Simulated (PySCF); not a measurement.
**Ta: excitation energy**

Ta [Xe] 4f14 5d3 6s2 (4F) → Ta [Xe] 4f14 5d3 6s1 6p1 (high-spin determinant), as a difference of total energies. All numbers are calculated (PySCF 2.14, a scalar-relativistic core potential, in aug-cc-pVDZ-PP with ECP60MDF (5s5p4d2f, 54 functions)). Correlated levels: valence: 5s2 5p6 frozen. The calculations carry no spin-orbit coupling.

| method | excitation energy (eV) |
| --- | --- |
| UHF | 1.143 |
| MP2 (valence) | 2.090 |
| SCS-MP2 (valence) | 2.409 |
| CCSD (valence) | 2.233 |
| CCSD(T) (valence) | 2.293 |

**Question.** How much does correlation contribute at CCSD(T) (valence)?

**Answer.** 2.293 − (1.143) = 1.150 eV, measured against UHF.

The determinant of the upper state mixes LS terms, which raises its energy above the lowest term, most at the Hartree-Fock and MP2 levels.
